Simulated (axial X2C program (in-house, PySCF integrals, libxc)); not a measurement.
**Density and ELF of WGe**

Calculated with an in-house all-electron X2C program for linear molecules (integrals from PySCF). Spin-free means the one-electron spin-free X2C Hamiltonian. Basis: W dyall-v2z [11s12p9d6f], Ge dyall-v2z [7s8p5d] (cores contracted in-house); Gaussian nuclei, density fitting, unrestricted open shells. Masses: W 183.951 u, Ge 73.921 u.

PBE0, without spin–orbit coupling, state M_S = 2, Λ = 1 (beyond evenly filled blocks: σα, π+α, π+β, π-α, δ+α, δ-α); W at z = 0, Ge at z = 2.406 Å.

The maps cover the half plane through the axis: z from -2.4 to 4.8 Å along the bond, ρ from 0.15 to 2.25 Å away from it (steps of 0.3 Å, the bottom row nearest the axis).

log10 of the density in e/bohr³:

digits 0 to 9 span -4.21 to 1.80 evenly
```
0011122222222222221111000
0111222233322222222221100
0112233333333333333222110
1122334444443334433332211
1223344555444444444433221
1223445666544455555443221
1233456777655556765443321
2233456898655568986543322
```

Electron localisation function (collinear form, no current term, damped to 0 at low density):

digits 0 to 9 span 0.00 to 1.00 evenly
```
0000122222221111111110000
0001233333333222233322100
0012333333444444455554210
0122333343345555567776520
0122223443335653346888642
1222224565335531114799863
1222235434535414641589874
2332345525535327272489874
```

Axial spin density in 10⁻³ e/bohr³:

digits 0 to 9 span -12.88 to 12.88 evenly, values beyond are clipped
```
5555555555555544444444444
5555556666555544444444444
5555567888765544444444444
5555679999976544444444444
5555799999997543333344444
5556899999998533333344444
5556999999998434543334444
5556999290999435643234444
```

One determinant describes the state; a PBE0 search over occupations chose it and may have missed a lower one. Other states lie close and PBE0, whose exact exchange favours high spin, may order them wrongly; the determinant shown need not be the ground state. The nearest other spin-free determinant of the search, M_S = 1, Λ = 2, lies 0.59 eV up at the distance of the search. Without a current term, density functionals place determinants with orbital angular momentum somewhat too high. The determinant is spin-polarised beyond a pure state at some levels (its spin-free form has ⟨S²⟩ too high), which makes Re and μ there less reliable.
